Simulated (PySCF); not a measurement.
**From computed data to an observable: dipole moment from atomic charges**

ClGeHO, SMILES [OH][Ge][Cl] (connectivity only; charge and spin as stated), neutral, multiplicity 1. Atoms are numbered in the order given.

```xyz
4

Ge     0.4585    -0.4677     0.0000
Cl    -0.2554     1.5866     0.0000
O     -1.1522    -1.2271     0.0000
H     -1.1141    -2.1895     0.0000
```

Geometry: ωB97X-D3(BJ)/def2-TZVP. The values are those of a single conformer.

Charges (e) from ωB97X/def2-TZVPD run with PySCF:

| atom | ESP fit | IAO |
|---|---|---|
| Ge1 | 0.289 | 0.719 |
| Cl2 | -0.158 | -0.334 |
| O3 | -0.509 | -0.745 |
| H4 | 0.378 | 0.361 |

The dipole moment of the full density is 3.18 D.

### Question
What dipole moment does each set of point charges give, and which comes closer to that of the density?

### Answer

μ = Σ q r, and 1 e Å = 4.8032 D.
ESP fit: Σ q r = (0.338, -0.589, 0.000) e Å, |μ| = 3.26 D.
IAO: Σ q r = (0.871, -0.742, 0.000) e Å, |μ| = 5.50 D.
ESP fit comes closer in size. Point charges leave out the atoms' own dipoles (lone pairs, polarised bonds); fits to the potential absorb them, partitions of the density don't.
